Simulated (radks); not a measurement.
The numbers below are computed, except where a source is named.
Mean orbital radii <r> (bohr) of neutral niobium, [Kr] 4d4 5s1, at several levels of relativity; Dirac values are averaged over j with weights 2j + 1. Spin-unpolarised spherical Kohn-Sham, PBE, point nucleus unless stated (finite: rms radius 4.324 fm), a radial shooting solver on a logarithmic mesh with Libxc functionals. A level marked "c x" has the speed of light scaled by that factor and shares open shells by 2j + 1; other Dirac levels either fill j = l - 1/2 first or share by 2j + 1.

shell	non-rel.	scalar-rel.	Dirac, 2j+1 shares	Dirac, c x 1.5	change of magnitude, last against first (%)
1s	0.03720	0.03609	0.03609	0.03671	-1.31
2s	0.1629	0.1580	0.1577	0.1606	-1.40
2p	0.1398	0.1377	0.1376	0.1388	-0.69
3s	0.4549	0.4432	0.4430	0.4497	-1.15
3p	0.4509	0.4458	0.4456	0.4485	-0.52
3d	0.4321	0.4330	0.4331	0.4325	+0.10
4s	1.187	1.159	1.159	1.175	-1.04
4p	1.314	1.303	1.303	1.309	-0.37
5s	3.856	3.729	3.730	3.800	-1.44
4d	2.172	2.215	2.216	2.191	+0.87
5p (empty)	5.552	5.473	5.472	5.517	-0.64
